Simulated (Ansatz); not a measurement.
Born–Oppenheimer molecular dynamics of ClF₃H₃NTi (9 atoms, charge 0, multiplicity 1). It starts at the highest image of a converged band, a first-order saddle point between two minima.

All numbers below come from RKS PBE-D4/def2-SVP in Ansatz 0.2.0.

```
ensemble                      : NVE (velocity Verlet)
time step                     : 0.5 fs
steps asked                   : 200
starting velocities drawn for : 300 K
seed                          : 8170
```

First frame:

```xyz
9
Properties=species:S:1:pos:R:3
Ti -0.414 0.034 -0.032
Cl 0.130 -0.616 2.467
F 1.319 0.116 -0.236
F -1.005 1.264 -1.128
N -0.914 -1.583 -0.758
H -1.842 -1.772 -1.155
H -0.280 -2.380 -0.886
F -1.876 0.506 1.225
H -1.179 0.015 2.109
```

(1) How far do the bonds stretch over the last three quarters of this one trajectory? (Pairs bonded in most of those frames.)

Results:

(1) 
```tsv
bond	mean (Å)	spread (Å)	shortest	longest
Ti1–Cl2	2.894	0.181	2.65	3.24
Ti1–F3	1.756	0.020	1.72	1.78
Ti1–F4	1.757	0.016	1.74	1.78
Ti1–N5	1.857	0.010	1.84	1.87
Ti1–F8	1.826	0.053	1.74	1.92
Cl2–H9	1.329	0.032	1.28	1.40
N5–H6	1.029	0.019	0.99	1.07
N5–H7	1.030	0.027	0.98	1.08
```

Pairs bonded in part of these frames only: Ti1–H9 23 %.

Mean temperature of the second half: 323 K. The conserved energy stayed within 0.16 meV per atom of its start (net change 0.11 meV per atom), so the integration is sound. A run of 0.1 ps of so small a system gives no equilibrium averages. The orbitals stay closed-shell, which can raise the energy where a bond breaks towards radicals; this wasn't checked here.

Time of the run: 5.6 min on 4 threads of Arm Neoverse V1, with other jobs on the host, peak memory 0.19 GiB.
